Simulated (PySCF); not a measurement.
Isomers of C4H5FN2, one conformer each; single-point electronic energies without zero-point terms and without any empirical dispersion term.

Level: wB97X-D/def2-SVPD in PySCF, non-relativistic, each on one gas-phase PBE0-D3(BJ)/def2-SVP geometry that isn't relaxed in the solvent. The solvent is an IEF-PCM continuum (cavity from Bondi-type radii × 1.2). Specific hydrogen bonds and non-electrostatic terms are outside this model.

| isomer | relative energy, gas (kcal/mol) | dipole (D) |
| --- | --- | --- |
| `CN1C=CC(F)=N1` | 0.0 | 3.96 |
| `Cn1cc(F)cn1` | 5.9 | 2.74 |

Task: How do the relative energies look in chloroform (ε = 4.711)?

Result: 
| isomer | relative energy, solvent (kcal/mol) | E(solvent) − E(gas) (kcal/mol) | dipole in solvent (D) |
| --- | --- | --- | --- |
| `CN1C=CC(F)=N1` | 0.0 | -4.5 | 4.87 |
| `Cn1cc(F)cn1` | 6.2 | -4.2 | 3.36 |

The order is unchanged. `CN1C=CC(F)=N1` gains most from the continuum, and it has the largest gas-phase dipole. The gains span 0.3 kcal/mol, the gas-phase energies 5.9 kcal/mol.
